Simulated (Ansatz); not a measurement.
C2H8N, charge +1, singlet, at a GFN2-xTB geometry. Base run: PBE0/STO-3G (Ansatz, a first-principles code).

Ansatz was given this input:
Ansatz 0.2 input:
```yaml
crystal:
  periodic: [false, false, false]
  atoms:
    - {symbol: C, position_ang: [1.24236279, -0.39750113, -0.00322907]}
    - {symbol: C, position_ang: [0.10487807, 0.60216964, 0.01031472]}
    - {symbol: N, position_ang: [-1.20786753, -0.12281767, -0.00534211]}
    - {symbol: H, position_ang: [2.18965049, 0.13332978, 0.00819683]}
    - {symbol: H, position_ang: [1.21540996, -1.04156893, 0.87213189]}
    - {symbol: H, position_ang: [1.22024591, -1.01206128, -0.89968502]}
    - {symbol: H, position_ang: [0.14835877, 1.25030737, -0.86574484]}
    - {symbol: H, position_ang: [0.14351839, 1.22077270, 0.90769459]}
    - {symbol: H, position_ang: [-1.27417674, -0.73835213, 0.81691315]}
    - {symbol: H, position_ang: [-1.26963260, -0.71062506, -0.84798726]}
    - {symbol: H, position_ang: [-2.00174661, 0.52991014, 0.00336156]}
basis:
  gaussian:
    orbitals: STO-3G
hamiltonian:
  xc: pbe0
total_charge: 1
```

The bond that is stretched is that between atoms 5 and 1. A test that says stable can miss a lower solution.

Variants of this job, named by their change:

```json
[
 {"change": "base", "ΔE vs base (kcal/mol)": "0.000", "<S^2>": "0.000", "stability test says": "minimum (restricted orbitals)"},
 {"change": "spin_polarized = on; lower_state_search = off", "ΔE vs base (kcal/mol)": "0.000", "<S^2>": "0.000", "stability test says": "undecided (no full test)"},
 {"change": "spin_polarized = on; lower_state_search = standard", "ΔE vs base (kcal/mol)": "0.000", "<S^2>": "0.000", "stability test says": "minimum"},
 {"change": "bond × 1.25", "ΔE vs base (kcal/mol)": "21.56", "<S^2>": "0.000", "stability test says": "minimum (restricted orbitals)"},
 {"change": "spin_polarized = on; lower_state_search = off; bond × 1.25", "ΔE vs base (kcal/mol)": "21.56", "<S^2>": "0.000", "stability test says": "undecided (no full test)"},
 {"change": "spin_polarized = on; lower_state_search = standard; bond × 1.25", "ΔE vs base (kcal/mol)": "21.56", "<S^2>": "0.000", "stability test says": "minimum"},
 {"change": "bond × 1.5", "ΔE vs base (kcal/mol)": "62.70", "<S^2>": "0.000", "stability test says": "minimum (restricted orbitals)"},
 {"change": "spin_polarized = on; lower_state_search = off; bond × 1.5", "ΔE vs base (kcal/mol)": "62.70", "<S^2>": "0.000", "stability test says": "undecided (no full test)"},
 {"change": "spin_polarized = on; lower_state_search = standard; bond × 1.5", "ΔE vs base (kcal/mol)": "62.70", "<S^2>": "0.000", "stability test says": "minimum"},
 {"change": "bond × 1.8", "ΔE vs base (kcal/mol)": "111.4", "<S^2>": "0.000", "stability test says": "minimum (restricted orbitals)"},
 {"change": "spin_polarized = on; lower_state_search = off; bond × 1.8", "ΔE vs base (kcal/mol)": "111.4", "<S^2>": "0.000", "stability test says": "undecided (no full test)"},
 {"change": "spin_polarized = on; lower_state_search = standard; bond × 1.8", "ΔE vs base (kcal/mol)": "110.4", "<S^2>": "0.241", "stability test says": "minimum"},
 {"change": "bond × 2.2", "ΔE vs base (kcal/mol)": "161.0", "<S^2>": "0.000", "stability test says": "minimum (restricted orbitals)"},
 {"change": "spin_polarized = on; lower_state_search = off; bond × 2.2", "ΔE vs base (kcal/mol)": "161.0", "<S^2>": "0.000", "stability test says": "undecided (no full test)"},
 {"change": "spin_polarized = on; lower_state_search = standard; bond × 2.2", "ΔE vs base (kcal/mol)": "135.5", "<S^2>": "0.844", "stability test says": "minimum"},
 {"change": "bond × 3.0", "ΔE vs base (kcal/mol)": "209.3", "<S^2>": "0.000", "stability test says": "minimum (restricted orbitals)"},
 {"change": "spin_polarized = on; lower_state_search = off; bond × 3.0", "ΔE vs base (kcal/mol)": "209.3", "<S^2>": "0.000", "stability test says": "undecided (no full test)"},
 {"change": "spin_polarized = on; lower_state_search = standard; bond × 3.0", "ΔE vs base (kcal/mol)": "142.6", "<S^2>": "0.997", "stability test says": "minimum"}
]
```

Where a bond breaks into two radicals, a solution with restricted orbitals usually stops being the lowest and lies too high; an unrestricted one lies lower at the price of spin contamination, which <S^2> shows.
